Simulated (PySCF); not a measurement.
## Assignment exercise: C6H3N3

Geometry (Å), atoms numbered from 1 in this order:
```xyz
12

C     2.926    0.167    0.556
C     1.828   -0.286    0.387
C     0.541   -0.812    0.191
N     0.267   -2.135    0.108
N    -0.980   -2.308   -0.069
N    -1.579   -1.121   -0.111
C    -0.669   -0.123    0.049
C    -0.974    1.240    0.052
C    -1.229    2.414    0.056
H     3.888    0.557    0.704
H    -2.575   -1.033   -0.244
H    -1.444    3.440    0.059
```

- coordinates at the GFN2-xTB level
- NMR shieldings at PBE0/pcSseg-1/GIAO
- J couplings at B3LYP/pcJ-1 (without the spin–dipole term)
- program: PySCF 2.14.0 with density-fitted response routines
- one conformer, relativity neglected, isolated molecule

Chemical shifts δ = σref − σ; $^{13}$C, $^{1}$H against TMS, all at this level.

Task: Assign these signals to the numbered atoms. $^{13}$C{$^{1}$H} NMR (computed): δ 138.8, 130.8, 104.2, 95.9, 77.8, 73.6.

Result: 
```tsv
δ (ppm)	atoms	environment	reason
138.8	C3	substituted aromatic carbon next to a ring nitrogen	–
130.8	C7	substituted aromatic carbon next to a ring nitrogen	–
104.2	C9	terminal alkyne carbon	the triple bond shields along its axis, which puts it between sp3 and sp2 carbons
95.9	C1	terminal alkyne carbon	–
77.8	C2	alkyne carbon	the triple bond shields along its axis, which puts it between sp3 and sp2 carbons
73.6	C8	alkyne carbon	–
```

Task: Assign these signals to the numbered atoms. $^{1}$H NMR (500 MHz, computed): δ 10.99 (br s, 1H), 3.75 (s, 1H), 3.21 (s, 1H).

Result: 
| δ (ppm) | atoms | environment | reason |
| --- | --- | --- | --- |
| 10.99 | H11 | hydrogen on a pyrrole-type ring nitrogen | exchangeable, gas-phase position |
| 3.75 | H12 | hydrogen on a terminal alkyne carbon | – |
| 3.21 | H10 | hydrogen on a terminal alkyne carbon | it lies on the axis of the triple bond, in its shielding cone |

OH/NH shifts are gas-phase values; hydrogen bonding in solution moves them, usually downfield. Shifts are as computed. Against solution values, carbons near 30 ppm lie about +3 ppm off and those near 130 ppm about +5 ppm. Of 1211 compounds with measured shifts, 218 miss one by over three times the rms of a fit or turn the order of signals round; such compounds aren't used in these exercises.
